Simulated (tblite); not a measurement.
Parent: `[CH3:1][SiH2:2][O:3][C@@H:4]([CH3:5])[CH2:6][OH:7]` with C1–Si2–O3–C4 -175°, Si2–O3–C4–C5 -158°, O3–C4–C6–O7 59°, C4–C6–O7–H 59°, C4H12O2Si.

Structures optimised with GFN2-xTB, isolated species. One conformer each, not checked by frequencies here.

| coordinate of the parent | value |
| --- | --- |
| C1–Si2 | 1.893 Å |
| Si2–O3 | 1.626 Å |
| O3–C4 | 1.392 Å |
| C4–C5 | 1.526 Å |
| C4–C6 | 1.532 Å |
| C6–O7 | 1.402 Å |
| C1–Si2–O3 | 101.1° |
| Si2–O3–C4 | 129.9° |
| O3–C4–C5 | 109.2° |
| O3–C4–C6 | 111.1° |
| C5–C4–C6 | 111.1° |
| C4–C6–O7 | 111.8° |

Task: How does the shared frame change in `[CH:1]#[C:2][CH2:3][SiH2:4][O:5][C@@H:6]([CH3:7])[CH2:8][OH:9]` with C2–C3–Si4–O5 177°, C3–Si4–O5–C6 178°, Si4–O5–C6–C7 136°, O5–C6–C8–O9 -55°, C6–C8–O9–H 44°, C6H12O2Si? Atoms pair as C1 = C3, Si2 = Si4, O3 = O5, C4 = C6, C5 = C7, C6 = C8, O7 = O9 (parent first).

Result: 
```json
{"parent": "C1–Si2", "relative": "C3–Si4", "value in the relative": "1.901 Å", "change": "+0.008"}
{"parent": "Si2–O3", "relative": "Si4–O5", "value in the relative": "1.621 Å", "change": "-0.005"}
{"parent": "O3–C4", "relative": "O5–C6", "value in the relative": "1.407 Å", "change": "+0.015"}
{"parent": "C4–C5", "relative": "C6–C7", "value in the relative": "1.523 Å", "change": "-0.003"}
{"parent": "C4–C6", "relative": "C6–C8", "value in the relative": "1.537 Å", "change": "+0.005"}
{"parent": "C6–O7", "relative": "C8–O9", "value in the relative": "1.400 Å", "change": "-0.002"}
{"parent": "C1–Si2–O3", "relative": "C3–Si4–O5", "value in the relative": "101.3°", "change": "+0.2"}
{"parent": "Si2–O3–C4", "relative": "Si4–O5–C6", "value in the relative": "128.2°", "change": "-1.7"}
{"parent": "O3–C4–C5", "relative": "O5–C6–C7", "value in the relative": "108.8°", "change": "-0.4"}
{"parent": "O3–C4–C6", "relative": "O5–C6–C8", "value in the relative": "107.4°", "change": "-3.7"}
{"parent": "C5–C4–C6", "relative": "C7–C6–C8", "value in the relative": "111.7°", "change": "+0.6"}
{"parent": "C4–C6–O7", "relative": "C6–C8–O9", "value in the relative": "111.3°", "change": "-0.5"}
```

Of the parent's bonds, O3–C4 changes most (+0.015 Å). Bonds of the relative outside the shared frame: C1≡C2 1.197, C2–C3 1.439 Å. Point group C1 → C1.

The numbers are calculated, not measured.
